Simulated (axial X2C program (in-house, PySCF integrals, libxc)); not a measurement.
Outer orbitals of WN⁻ at 1.665 Å, PBE0

All values were computed with an in-house all-electron X2C program for linear molecules (integrals from PySCF). Spin-free means the one-electron spin-free X2C Hamiltonian; two-component (2c) means X2C with spin–orbit coupling and atomic mean-field two-electron Coulomb and Gaunt terms, so the difference of the two also holds small scalar two-electron terms. Basis: W dyall-acv3z [14s15p10d7f4g], N dyall-av3z [7s7p3d2f] (cores contracted in-house); Gaussian nuclei, density fitting, unrestricted open shells. Masses: W 183.951 u, N 14.003 u.

The distance is close to the 2c PBE0 minimum; the highest filled and lowest empty levels are listed.

Spin-free orbitals, state M_S = 1, Λ = 0 (beyond evenly filled blocks: δ+α, δ-α) (Löwdin shares):

```
symmetry  occupied  ε (eV)           atomic character
      σα       yes  -31.15                   100% W f
     π-α       yes  -31.12                   100% W f
     π+α       yes  -31.12                   100% W f
     δ+α       yes  -31.10                   100% W f
     δ-α       yes  -31.10                   100% W f
     φ-α       yes  -31.07                   100% W f
     φ+α       yes  -31.07                   100% W f
      σβ       yes  -31.00                   100% W f
     π-β       yes  -30.97                   100% W f
     π+β       yes  -30.97                   100% W f
     δ-β       yes  -30.93                   100% W f
     δ+β       yes  -30.93                   100% W f
     φ-β       yes  -30.75                   100% W f
     φ+β       yes  -30.75                   100% W f
      σβ       yes  -14.05   61% N s, 17% W d, 9% W p
      σα       yes  -13.65   60% N s, 18% W d, 8% W p
     π-α       yes   -2.94   50% N p, 43% W d, 2% W f
     π+α       yes   -2.94   50% N p, 43% W d, 2% W f
      σα       yes   -2.90   52% N p, 32% W d, 7% N s
     π-β       yes   -2.88   59% N p, 33% W d, 3% W f
     π+β       yes   -2.88   59% N p, 33% W d, 3% W f
      σβ       yes   -2.87   60% N p, 23% W d, 6% W p
      σα       yes   -1.05  57% W s, 17% N p, 11% W d
     δ+α       yes   -0.40            95% W d, 2% N d
     δ-α       yes   -0.40            95% W d, 2% N d
      σβ       yes    0.08  62% W s, 14% W p, 10% N p
      σβ        no    1.93                    97% W p
     π+β        no    1.93                    99% W p
     π-β        no    1.93                    99% W p
     π+α        no    2.05                    99% W p
     π-α        no    2.05                    99% W p
```

The highest filled level is positive, so this functional does not bind it, and the empty levels of an anion are set by the basis.

Spinors with spin–orbit coupling (state Ω = 1):

| ω | occupied | ε (eV) | atomic character | λ mixture |
| --- | --- | --- | --- | --- |
| 7/2 | yes | -30.24 | 100% W f | 100% φ |
| 1/2 | yes | -30.23 | 100% W f | 53% σ, 47% π |
| 3/2 | yes | -30.22 | 100% W f | 68% π, 32% δ |
| -1/2 | yes | -30.22 | 100% W f | 60% σ, 40% π |
| 5/2 | yes | -30.21 | 100% W f | 81% δ, 19% φ |
| -3/2 | yes | -30.17 | 100% W f | 74% π, 26% δ |
| -5/2 | yes | -30.11 | 100% W f | 87% δ, 13% φ |
| -7/2 | yes | -29.92 | 100% W f | 100% φ |
| -1/2 | yes | -14.05 | 61% N s, 17% W d, 9% W p | 100% σ |
| 1/2 | yes | -13.63 | 60% N s, 18% W d, 9% W p | 100% σ |
| -1/2 | yes | -3.10 | 52% N p, 39% W d, 3% W p | 73% π, 27% σ |
| 1/2 | yes | -3.07 | 55% N p, 34% W d, 3% N s | 59% π, 41% σ |
| 3/2 | yes | -2.88 | 51% N p, 43% W d, 2% W f | 100% π |
| -3/2 | yes | -2.86 | 59% N p, 33% W d, 3% W f | 99% π, 1% δ |
| -1/2 | yes | -2.80 | 58% N p, 27% W d, 6% W p | 73% σ, 27% π |
| 1/2 | yes | -2.80 | 56% N p, 31% W d, 4% W p | 59% σ, 41% π |
| 1/2 | yes | -1.05 | 57% W s, 17% N p, 11% W d | 100% σ |
| -3/2 | yes | -0.69 | 94% W d, 2% N d | 99% δ, 1% π |
| 5/2 | yes | -0.13 | 95% W d, 3% N d | 100% δ |
| -1/2 | yes | 0.07 | 62% W s, 14% W p, 10% N p | 100% σ |
| 1/2 | no | 1.93 | 99% W p | 100% π |
| -3/2 | no | 1.93 | 99% W p | 100% π |
| -1/2 | no | 1.94 | 96% W p, 2% W s | 100% σ |
| -1/2 | no | 2.04 | 98% W p | 100% π |
| 3/2 | no | 2.05 | 99% W p | 100% π |

The highest filled level is positive, so this functional does not bind it, and the empty levels of an anion are set by the basis.

Mulliken charges and populations of the two-component result (they depend on the basis, above all on diffuse functions):

W -0.37 e (s 11.70 p 24.23 d 24.39 f 14.04 g 0.01), N -0.63 e (s 3.83 p 3.72 d 0.07 f 0.01). ⟨Lz⟩ = 0.00 ħ and ⟨Sz⟩ = 1.00 ħ (1.17 and -0.17 on the two atoms), which add up to Ω.

Occupations by symmetry block were frozen at the best pattern of an incomplete PBE0 search. Density functionals use the spin component along the axis (collinear). Other states lie close and PBE0, whose exact exchange favours high spin, may order them wrongly; the determinant shown need not be the ground state. The nearest other spin-free determinant of the search, M_S = 0, Λ = 4, lies 0.86 eV up at the distance of the search. With several unpaired electrons one determinant need not be a pure state. Open-shell Ω = 0 determinants with evenly filled partner blocks cannot be reached by this program, so the Ω shown need not be the lowest component. The highest occupied level of some functionals is positive through self-interaction error; at Hartree–Fock it is bound. The determinant is spin-polarised beyond a pure state at some levels (its spin-free form has ⟨S²⟩ too high), which makes Re and μ there less reliable.
